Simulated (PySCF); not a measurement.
Er: ionisation energy

Er [Xe] 4f12 6s2 [4f5/2^6 4f7/2^6, M_J = 6] → Er⁺ [Xe] 4f12 6s1 [4f5/2^6 4f7/2^6 6s1/2^1, M_J = 13/2], as a difference of total energies. All numbers are calculated (PySCF 2.14, the two-component X2C-1e Hamiltonian, in x2c-TZVPall-2c with one added diffuse shell each of s, p, d, f type (12s12p11d5f1g, 147 functions)). Correlated levels: [Ar] 3d10 frozen; the 18 highest virtual spinors dropped. "Screened" scales the spin-orbit matrix elements by Boettger's factors to mimic the two-electron term; Breit and QED terms are absent.

```json
{"method": "GHF (spin-free)", "ionisation energy (eV)": "5.003"}
{"method": "GMP2 (spin-free)", "ionisation energy (eV)": "6.032"}
{"method": "GHF (screened spin-orbit)", "ionisation energy (eV)": "5.006"}
{"method": "GMP2 (screened spin-orbit)", "ionisation energy (eV)": "6.037"}
```

Problem. How much does correlation contribute at GMP2 (screened spin-orbit)?

Solution. 6.037 − (5.006) = 1.031 eV, measured against GHF (screened spin-orbit).

The spin-free rows relax to the high-spin LS determinant and lack the spin-orbit shift.

The labels give the starting determinants; with spin-orbit coupling the two ends relaxed to ⟨J²⟩ = 42.02, ⟨L²⟩ = 30.19, ⟨S²⟩ = 2.08 and ⟨J²⟩ = 48.77, ⟨L²⟩ = 30.18, ⟨S²⟩ = 3.83.

For comparison: 6.108 eV (measured; NIST Atomic Spectra Database, ionization energies).
